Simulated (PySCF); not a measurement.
**CH9NSi2**

CH9NSi2 is a small molecule, neutral, singlet. The structure, one conformer, was relaxed in the gas phase by PBE0-D3(BJ)/def2-SVP. No frequency run checks that it is a minimum.

SMILES: [SiH3]CN[SiH3]

```xyz
13

C     0.919   -0.272    0.281
Si   -0.069   -1.780    0.887
N     0.122    0.942    0.232
Si   -0.658    1.558   -1.187
H     1.312   -0.491   -0.727
H     1.817   -0.134    0.912
H     0.786   -3.007    0.966
H    -0.613   -1.485    2.250
H    -1.219   -2.037   -0.032
H    -0.230    1.241    1.134
H     0.349    1.641   -2.290
H    -1.185    2.912   -0.839
H    -1.802    0.736   -1.709
```
(Å; atoms numbered from 1)

Shieldings: GIAO PBE0/pcSseg-2. Shifts are against computed references at the same level: C TMS (σ 184.1 ppm), H TMS (σ 31.24 ppm), Si TMS (σ 341.3 ppm). Core levels by delta-SCF with SCAN, pcX-2 on the ionised atom and pcseg-1 elsewhere, spin-free X2C (2p3/2 is the spin-free 2p value less a third of a first-order spin-orbit splitting); from the vacuum level, for chosen atoms.

Question: Give the shieldings and core levels atom by atom.

Answer: 
| atoms | bonded to | σ (ppm) | δ (ppm) | core level (eV) |
| --- | --- | --- | --- | --- |
| C1 | 1 N + 1 Si + 2 H | 154.3 | 29.9 | 1s 291.23 |
| Si2 | 1 C + 3 H | 412.3 | -71.0 | 2p3/2 106.57 |
| N3 | 1 C + 1 Si + 1 H | 253.4 | - | 1s 404.50 |
| Si4 | 1 N + 3 H | 394.9 | -53.6 | 2p3/2 106.92 |
| H5 | 1 C | 28.78 | 2.47 | - |
| H6 | 1 C | 28.41 | 2.84 | - |
| H7 H8 H9 | 1 Si | 27.37 | 3.87 | - |
| H10 | 1 N | 31.67 | -0.42 | - |
| H11 H12 H13 | 1 Si | 26.51 | 4.74 | - |

Values are those of this one static structure, with the three H of a rotating XH3 group averaged; atoms that internal rotation interchanges would show their mean in an NMR spectrum.

Question: Which of Si2, Si4 holds its core electrons tightest, and by how much against the loosest?

Answer: Si4 (bonded to 1 N + 3 H), by 0.34 eV over Si2 (bonded to 1 C + 3 H).

Question: By CAM-B3LYP/def2-SVPD (TDDFT singlets, Tamm-Dancoff triplets, ionisation by delta-SCF), where does absorption start, and what does vertical ionisation take?

Answer: The first singlet with intensity lies at 6.42 eV (f 0.009); what lies below it is dark. The lowest singlet lies at 5.56 eV (f 0.000), the strongest of the first 6 at 7.08 eV (f 0.067), the lowest triplet at 5.28 eV; vertical ionisation takes 8.62 eV.
